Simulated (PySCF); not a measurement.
HSE06 on Al (aluminium, neutral)

Configuration: [Ne] 3s2 3p1, 2P determinant. Computed with PySCF 2.14 in aug-cc-pCVTZ-DK with one added diffuse shell each of s, p, d, f type (9s8p6d4f, 91 functions), with scalar relativity by spin-free X2C-1e.

- Total energy: -242.7096 hartree
- One-electron energy: -337.3070 hartree
- Hartree (Coulomb) energy: 113.1118 hartree
- Exchange-correlation energy: -18.5144 hartree
- ⟨S²⟩: 0.7571
- ⟨L²⟩: 2.023
- Sum of ⟨r⟩: 13.59 bohr
- Sum of ⟨r²⟩: 32.58 bohr²
- Traceless quadrupole moment −½Σ⟨3z² − r²⟩ along its main axis: -5.49 e·bohr²
- Langevin diamagnetic susceptibility: -25.8 ×10⁻⁶ cm³/mol

```tsv
shell	electrons	mean orbital energy (hartree)	spread (hartree)	rms radius, mean of both spins (bohr)
1s α	1	-56.28013	0	0.139
1s β	1	-56.27812	0	0.139
2s α	1	-4.20349	0	0.683
2s β	1	-4.20114	0	0.683
2p α	3	-2.71439	0.00172	0.679
2p β	3	-2.71075	0.00969	0.679
3s α	1	-0.31599	0	2.75
3s β	1	-0.28711	0	2.75
3p α	1	-0.12894	0	3.70
```

Densities and radii are taken from the X2C orbitals without a picture-change correction, which distorts them close to the nucleus.
